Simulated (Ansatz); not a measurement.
Ansatz (a quantum-chemistry and plane-wave program) input file for C₁₅H₁₀F₆S₂, SMILES C1(C(F)(F)C(F)(C2=C3[C@](C)(SC=C3)[C@]3(SC=CC3=C21)C)F)(F)F, B3LYP-D3(BJ)/def2-SVP. 

Ansatz 0.2 input:
```yaml
crystal:
  periodic: [false, false, false]
  atoms:
    - {symbol: C, position_ang: [-1.98273585, -1.48645473, 0.96337064]}
    - {symbol: C, position_ang: [-1.63568073, -0.91044370, -0.41458637]}
    - {symbol: S, position_ang: [-2.66794494, -1.82709448, -1.65021126]}
    - {symbol: C, position_ang: [-1.32790795, -2.82478564, -2.08279692]}
    - {symbol: C, position_ang: [-0.13644184, -2.46194820, -1.56329429]}
    - {symbol: C, position_ang: [-0.20420075, -1.30072250, -0.74893192]}
    - {symbol: C, position_ang: [0.78491780, -0.52531489, -0.24183510]}
    - {symbol: C, position_ang: [0.49607045, 0.70207870, 0.45337758]}
    - {symbol: C, position_ang: [-0.74359476, 1.25084113, 0.43247006]}
    - {symbol: C, position_ang: [-1.26289447, 2.36907054, 1.13611970]}
    - {symbol: C, position_ang: [-2.60740351, 2.46811022, 1.07064970]}
    - {symbol: S, position_ang: [-3.40400178, 1.24365058, 0.15218690]}
    - {symbol: C, position_ang: [-1.78101863, 0.60109050, -0.46873358]}
    - {symbol: C, position_ang: [-1.59974809, 1.15964783, -1.88539397]}
    - {symbol: C, position_ang: [1.73759362, 1.24582045, 1.08783919]}
    - {symbol: F, position_ang: [2.20151154, 2.35605945, 0.45229506]}
    - {symbol: F, position_ang: [1.58056276, 1.61626488, 2.38176978]}
    - {symbol: C, position_ang: [2.76598522, 0.08385044, 0.95280629]}
    - {symbol: F, position_ang: [2.70641770, -0.68675343, 2.06403519]}
    - {symbol: F, position_ang: [4.03375562, 0.50199602, 0.83127820]}
    - {symbol: C, position_ang: [2.26291176, -0.75344293, -0.26059264]}
    - {symbol: F, position_ang: [2.63436639, -2.04865646, -0.16251203]}
    - {symbol: F, position_ang: [2.84297879, -0.29541829, -1.40615436]}
    - {symbol: H, position_ang: [-1.36928518, -1.01955103, 1.73106798]}
    - {symbol: H, position_ang: [-1.79443703, -2.55751909, 0.97344431]}
    - {symbol: H, position_ang: [-3.03160237, -1.31280909, 1.19093389]}
    - {symbol: H, position_ang: [-1.51246706, -3.64677947, -2.74840794]}
    - {symbol: H, position_ang: [0.78893732, -2.96624014, -1.77597124]}
    - {symbol: H, position_ang: [-0.63977514, 3.03384589, 1.70696400]}
    - {symbol: H, position_ang: [-3.21863867, 3.21053269, 1.54817538]}
    - {symbol: H, position_ang: [-2.38679835, 0.79199236, -2.53901638]}
    - {symbol: H, position_ang: [-0.63388458, 0.85972448, -2.28607434]}
    - {symbol: H, position_ang: [-1.64235073, 2.24609278, -1.86194302]}
basis:
  gaussian:
    orbitals: def2-SVP
hamiltonian:
  xc: b3lyp
  dispersion: d3bj
relax: {f_tol: 0.002, max_steps: 200}
```

Output:

```
WARN ansatz: RAYON_NUM_THREADS=4 ignored (pool sized by the plan → 4); use --threads N
Functional definition: B3LYP
integrals: 1.74 GiB planned
4273 factors; integrals over basis functions are off by at most 3.1e-4 eV
mean field: 6.07 GiB planned
mean field evaluation 1: about -53632.4218 eV, gradient 1.0e2 eV
mean field evaluation 2: about -53582.2350 eV, gradient 1.7e2 eV
mean field evaluation 4: about -53656.2096 eV, gradient 2.5e1 eV
mean field evaluation 8: about -53657.8773 eV, gradient 8.4e-1 eV
mean field evaluation 16: about -53658.0296 eV, gradient 2.1e-3 eV
mean field -53658.02960348 eV, -1971.8962172093 hartree, gradient 5.1e-5 eV, S^2 0.000000; 0 other end points of the search recorded, 0 dependent functions left out
the calculation of the forces begins
reference -53658.02996232 eV, -1971.8962303964 hartree; 93, 93 occupied and 287, 287 virtual orbitals, 4273 factors
relax step   1: F+E_penalty+E_count = -53660.58292169 eV  Δ(F+E_penalty+E_count) = +0.000e0 eV  max|allowed force component| = 7.855e-1 eV/Å  Δτ_max = 0.0000 Å  (33 SCF iters, accepted)
these checks for a lower state are left out or cut short: starts, cluster_reference, orbital_swaps, neighbouring_geometries, increment
integrals: 1.74 GiB planned
4273 factors; integrals over basis functions are off by at most 3.3e-4 eV
mean field: 6.05 GiB planned
mean field -53658.15215631 eV, -1971.9007209427 hartree, gradient 1.4e-5 eV, S^2 0.000000; 0 other end points of the search recorded, 0 dependent functions left out
the calculation of the forces begins
reference -53658.15251625 eV, -1971.9007341702 hartree; 93, 93 occupied and 287, 287 virtual orbitals, 4273 factors
relax step   2: F+E_penalty+E_count = -53660.69316661 eV  Δ(F+E_penalty+E_count) = -1.102e-1 eV  max|allowed force component| = 3.695e-1 eV/Å  Δτ_max = 0.0703 Å  (35 SCF iters, accepted)
these checks for a lower state are left out or cut short: starts, cluster_reference, orbital_swaps, neighbouring_geometries, increment
integrals: 1.74 GiB planned
4273 factors; integrals over basis functions are off by at most 3.3e-4 eV
mean field: 6.05 GiB planned
mean field evaluation 32: about -53658.1702 eV, gradient 1.8e-4 eV
mean field -53658.17015595 eV, -1971.9013824170 hartree, gradient 1.5e-5 eV, S^2 0.000000; 0 other end points of the search recorded, 0 dependent functions left out
the calculation of the forces begins
reference -53658.17051643 eV, -1971.9013956647 hartree; 93, 93 occupied and 287, 287 virtual orbitals, 4273 factors
relax step   3: F+E_penalty+E_count = -53660.70705022 eV  Δ(F+E_penalty+E_count) = -1.388e-2 eV  max|allowed force component| = 1.307e-1 eV/Å  Δτ_max = 0.0360 Å  (34 SCF iters, accepted)
these checks for a lower state are left out or cut short: starts, cluster_reference, orbital_swaps, neighbouring_geometries, increment
integrals: 1.74 GiB planned
4273 factors; integrals over basis functions are off by at most 3.3e-4 eV
mean field: 6.05 GiB planned
mean field -53658.17303494 eV, -1971.9014882182 hartree, gradient 1.5e-5 eV, S^2 0.000000; 0 other end points of the search recorded, 0 dependent functions left out
the calculation of the forces begins
reference -53658.17339548 eV, -1971.9015014677 hartree; 93, 93 occupied and 287, 287 virtual orbitals, 4273 factors
relax step   4: F+E_penalty+E_count = -53660.70936960 eV  Δ(F+E_penalty+E_count) = -2.319e-3 eV  max|allowed force component| = 7.165e-2 eV/Å  Δτ_max = 0.0217 Å  (34 SCF iters, accepted)
these checks for a lower state are left out or cut short: starts, cluster_reference, orbital_swaps, neighbouring_geometries, increment
integrals: 1.74 GiB planned
4273 factors; integrals over basis functions are off by at most 3.3e-4 eV
mean field: 6.05 GiB planned
mean field -53658.17167295 eV, -1971.9014381658 hartree, gradient 1.5e-5 eV, S^2 0.000000; 0 other end points of the search recorded, 0 dependent functions left out
the calculation of the forces begins
reference -53658.17203328 eV, -1971.9014514077 hartree; 93, 93 occupied and 287, 287 virtual orbitals, 4273 factors
relax step   5: F+E_penalty+E_count = -53660.70957166 eV  Δ(F+E_penalty+E_count) = -2.021e-4 eV  max|allowed force component| = 6.306e-2 eV/Å  Δτ_max = 0.0387 Å  (35 SCF iters, accepted)
these checks for a lower state are left out or cut short: starts, cluster_reference, orbital_swaps, neighbouring_geometries, increment
integrals: 1.74 GiB planned
4273 factors; integrals over basis functions are off by at most 3.3e-4 eV
mean field: 6.05 GiB planned
mean field -53658.17314222 eV, -1971.9014921606 hartree, gradient 1.5e-5 eV, S^2 0.000000; 0 other end points of the search recorded, 0 dependent functions left out
the calculation of the forces begins
reference -53658.17350241 eV, -1971.9015053974 hartree; 93, 93 occupied and 287, 287 virtual orbitals, 4273 factors
relax step   6: F+E_penalty+E_count = -53660.71108971 eV  Δ(F+E_penalty+E_count) = -1.518e-3 eV  max|allowed force component| = 2.503e-2 eV/Å  Δτ_max = 0.0153 Å  (35 SCF iters, accepted)
these checks for a lower state are left out or cut short: starts, cluster_reference, orbital_swaps, neighbouring_geometries, increment
integrals: 1.74 GiB planned
4273 factors; integrals over basis functions are off by at most 3.3e-4 eV
mean field: 6.05 GiB planned
mean field -53658.17161461 eV, -1971.9014360217 hartree, gradient 1.5e-5 eV, S^2 0.000000; 0 other end points of the search recorded, 0 dependent functions left out
the calculation of the forces begins
reference -53658.17197444 eV, -1971.9014492453 hartree; 93, 93 occupied and 287, 287 virtual orbitals, 4273 factors
relax step   7: F+E_penalty+E_count = -53660.71000314 eV  Δ(F+E_penalty+E_count) = +1.087e-3 eV  max|allowed force component| = 1.697e-1 eV/Å  Δτ_max = 0.0238 Å  (34 SCF iters, rejected (line search))
these checks for a lower state are left out or cut short: starts, cluster_reference, orbital_swaps, neighbouring_geometries, increment
integrals: 1.74 GiB planned
4273 factors; integrals over basis functions are off by at most 3.3e-4 eV
mean field: 6.05 GiB planned
mean field evaluation 64: about -53658.0255 eV, gradient 9.6e-1 eV
mean field -53658.17330805 eV, -1971.9014982547 hartree, gradient 1.5e-5 eV, S^2 0.000000; 0 other end points of the search recorded, 0 dependent functions left out
the calculation of the forces begins
reference -53658.17366808 eV, -1971.9015114857 hartree; 93, 93 occupied and 287, 287 virtual orbitals, 4273 factors
relax step   8: F+E_penalty+E_count = -53660.71139576 eV  Δ(F+E_penalty+E_count) = -3.061e-4 eV  max|allowed force component| = 1.422e-2 eV/Å  Δτ_max = 0.0119 Å  (35 SCF iters, accepted)
these checks for a lower state are left out or cut short: starts, cluster_reference, orbital_swaps, neighbouring_geometries, increment
integrals: 1.74 GiB planned
4273 factors; integrals over basis functions are off by at most 3.3e-4 eV
mean field: 6.05 GiB planned
mean field -53658.17320053 eV, -1971.9014943034 hartree, gradient 1.5e-5 eV, S^2 0.000000; 0 other end points of the search recorded, 0 dependent functions left out
the calculation of the forces begins
reference -53658.17356052 eV, -1971.9015075326 hartree; 93, 93 occupied and 287, 287 virtual orbitals, 4273 factors
relax step   9: F+E_penalty+E_count = -53660.71150977 eV  Δ(F+E_penalty+E_count) = -1.140e-4 eV  max|allowed force component| = 5.653e-3 eV/Å  Δτ_max = 0.0104 Å  (35 SCF iters, accepted)
these checks for a lower state are left out or cut short: starts, cluster_reference, orbital_swaps, neighbouring_geometries, increment
integrals: 1.74 GiB planned
4273 factors; integrals over basis functions are off by at most 3.3e-4 eV
mean field: 6.05 GiB planned
mean field -53658.17304976 eV, -1971.9014887628 hartree, gradient 1.2e-5 eV, S^2 0.000000; 0 other end points of the search recorded, 0 dependent functions left out
the calculation of the forces begins
reference -53658.17340974 eV, -1971.9015019917 hartree; 93, 93 occupied and 287, 287 virtual orbitals, 4273 factors
relax step  10: F+E_penalty+E_count = -53660.71152656 eV  Δ(F+E_penalty+E_count) = -1.678e-5 eV  max|allowed force component| = 3.061e-3 eV/Å  Δτ_max = 0.0081 Å  (27 SCF iters, accepted)
these checks for a lower state are left out or cut short: starts, cluster_reference, orbital_swaps, neighbouring_geometries, increment
integrals: 1.74 GiB planned
4273 factors; integrals over basis functions are off by at most 3.3e-4 eV
mean field: 6.05 GiB planned
mean field -53658.17305060 eV, -1971.9014887936 hartree, gradient 4.8e-5 eV, S^2 0.000000; 0 other end points of the search recorded, 0 dependent functions left out
the calculation of the forces begins
reference -53658.17341057 eV, -1971.9015020222 hartree; 93, 93 occupied and 287, 287 virtual orbitals, 4273 factors
relax step  11: F+E_penalty+E_count = -53660.71152940 eV  Δ(F+E_penalty+E_count) = -2.841e-6 eV  max|allowed force component| = 1.992e-3 eV/Å  Δτ_max = 0.0012 Å  (23 SCF iters, accepted)
integrals: 1.74 GiB planned
4273 factors; integrals over basis functions are off by at most 3.3e-4 eV
mean field: 6.05 GiB planned
mean field evaluation 96: about -53658.0265 eV, gradient 7.7e-1 eV
mean field -53658.17305060 eV, -1971.9014887936 hartree, gradient 4.8e-5 eV, S^2 0.000000; 1 other end points of the search recorded, 0 dependent functions left out
the calculation of the forces begins
reference -53658.17341057 eV, -1971.9015020222 hartree; 93, 93 occupied and 287, 287 virtual orbitals, 4273 factors
Total energy: -53660.71188937 eV, -1971.9947893973 hartree
Atom 0 at    -1.960316    -1.493021     0.983274 Å, force    -0.000535     0.000053     0.000529 eV/Å
Atom 1 at    -1.646417    -0.913929    -0.412777 Å, force     0.000803    -0.000212    -0.000436 eV/Å
Atom 2 at    -2.705175    -1.837250    -1.650799 Å, force     0.000283     0.000535    -0.000912 eV/Å
Atom 3 at    -1.349275    -2.861626    -2.074120 Å, force    -0.001109    -0.001199     0.001992 eV/Å
Atom 4 at    -0.142709    -2.495787    -1.565808 Å, force     0.001146     0.001071    -0.001235 eV/Å
Atom 5 at    -0.201352    -1.301935    -0.769338 Å, force     0.000125    -0.000376     0.000988 eV/Å
Atom 6 at     0.787819    -0.516338    -0.267019 Å, force    -0.000453     0.000209    -0.000340 eV/Å
Atom 7 at     0.495673     0.716251     0.442582 Å, force     0.000354    -0.000047    -0.000066 eV/Å
Atom 8 at    -0.751530     1.258080     0.444520 Å, force    -0.000451    -0.001879     0.001776 eV/Å
Atom 9 at    -1.286223     2.375605     1.169169 Å, force     0.000251     0.001750    -0.001703 eV/Å
Atom 10 at    -2.639787     2.473652     1.084269 Å, force     0.000335    -0.000744     0.001243 eV/Å
Atom 11 at    -3.441473     1.250012     0.123391 Å, force    -0.000084     0.000730    -0.001089 eV/Å
Atom 12 at    -1.789979     0.614621    -0.489163 Å, force    -0.000348     0.000784     0.000110 eV/Å
Atom 13 at    -1.572691     1.184775    -1.906629 Å, force    -0.000642    -0.000026    -0.000175 eV/Å
Atom 14 at     1.745593     1.250462     1.079205 Å, force    -0.000332     0.000515    -0.000584 eV/Å
Atom 15 at     2.246116     2.321880     0.406408 Å, force     0.000423    -0.000129     0.000301 eV/Å
Atom 16 at     1.583689     1.638536     2.367565 Å, force     0.000024    -0.000674    -0.000347 eV/Å
Atom 17 at     2.752880     0.065552     0.965565 Å, force    -0.000525     0.000331     0.000636 eV/Å
Atom 18 at     2.623125    -0.722435     2.054963 Å, force    -0.000207    -0.000174     0.000457 eV/Å
Atom 19 at     4.025112     0.469737     0.869724 Å, force     0.000628     0.000673    -0.000300 eV/Å
Atom 20 at     2.270604    -0.733774    -0.281851 Å, force    -0.000177     0.000507    -0.000697 eV/Å
Atom 21 at     2.645168    -2.031469    -0.217835 Å, force    -0.000042    -0.000328    -0.000054 eV/Å
Atom 22 at     2.857319    -0.201032    -1.390352 Å, force     0.000212    -0.000692     0.000578 eV/Å
Atom 23 at    -1.301363    -1.039337     1.737935 Å, force    -0.000111     0.000238    -0.000212 eV/Å
Atom 24 at    -1.785411    -2.577049     0.975578 Å, force     0.000052    -0.000264    -0.000057 eV/Å
Atom 25 at    -3.003195    -1.299967     1.264555 Å, force     0.000371    -0.000258     0.000393 eV/Å
Atom 26 at    -1.530065    -3.722824    -2.719489 Å, force     0.000025    -0.000063    -0.000460 eV/Å
Atom 27 at     0.787620    -3.022692    -1.776196 Å, force    -0.000024     0.000033    -0.000390 eV/Å
Atom 28 at    -0.668885     3.043782     1.769455 Å, force     0.000017    -0.000150    -0.000459 eV/Å
Atom 29 at    -3.251368     3.235230     1.570945 Å, force    -0.000152    -0.000244     0.000429 eV/Å
Atom 30 at    -2.328566     0.803955    -2.604994 Å, force    -0.000081     0.000221    -0.000411 eV/Å
Atom 31 at    -0.576200     0.904505    -2.278152 Å, force     0.000323    -0.000281     0.000217 eV/Å
Atom 32 at    -1.635541     2.280562    -1.872251 Å, force    -0.000099     0.000090     0.000277 eV/Å
Dipole moment:    -0.787211    -0.092882    -0.173844 e Å
```

Self-consistency was reached.

Cost: about 22 core-minutes (a rough figure).
